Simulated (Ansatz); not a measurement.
Program: Ansatz. Geometries: PBE0-D4/def2-TZVP. ΔE: electronic, gas phase. CBS: MP2 limit from def2 TZ/QZ plus the TZ coupled-cluster correction, frozen cores. def2 core potentials past Kr. For Ge, Sn outer-core shells are correlated without core-valence functions, which leaves a few kJ/mol of doubt a bond. Scalar relativity is left out up to krypton. One conformer a species, not always the lowest.

`[OH][Sn]([F])([F])[F]` + `C[O][GeH]([F])[SH]` → `C[O][Sn]([F])([F])[F]` + `[OH][GeH]([F])[SH]`  (redistribution)

`[OH][Sn]([F])([F])[F]`:

Cartesian coordinates in Å:
```
O -0.916 -1.169 0.498
Sn 0.073 0.309 -0.222
F 1.596 0.669 0.838
F -0.994 1.856 -0.301
F 0.663 -0.013 -1.982
H -0.423 -1.652 1.169
```

`C[O][GeH]([F])[SH]`:

Z-matrix (Å, degrees):
```
C
O 1 1.415
H 1 1.091 2 107.5
H 1 1.096 2 111.8 3 119.1
H 1 1.095 2 111.2 3 -118.9
Ge 2 1.752 1 121.1 3 -168.7
S 6 2.208 2 112.6 1 49.7
F 6 1.738 2 107.8 1 -64.7
H 6 1.525 2 106.5 1 177.9
H 7 1.344 6 91.2 2 -109.6
```

`C[O][Sn]([F])([F])[F]`:

```xyz
9

C    -0.699    1.359    0.030
O     0.356    0.609    0.623
Sn    0.715   -1.189    0.068
F    -0.748   -2.346    0.376
F     2.195   -1.858    1.017
F     1.097   -1.305   -1.780
H    -0.683    2.342    0.502
H    -1.676    0.901    0.212
H    -0.555    1.487   -1.047
```

`[OH][GeH]([F])[SH]`:

Z-matrix (Å, degrees):
```
Ge
F 1 1.732
S 1 2.203 2 102.5
O 1 1.757 2 108.8 3 119.2
H 1 1.526 2 108.9 3 -125.1
H 3 1.345 1 92.4 2 176.5
H 4 0.961 1 112.8 2 -68.5
```

```
                species  CCSD(T)/CBS(def2) energy (Eh)
`[OH][Sn]([F])([F])[F]`                     -589.29279
   `C[O][GeH]([F])[SH]`                    -2689.98857
`C[O][Sn]([F])([F])[F]`                     -628.53137
   `[OH][GeH]([F])[SH]`                    -2650.74902
```

Question: Work out ΔE.

Answer: ΔE = (-628.53137) + (-2650.74902) − (-589.29279) − (-2689.98857) = 0.00097 Eh = +2.5 kJ/mol.

Largest T1 diagnostic among the species: 0.015.
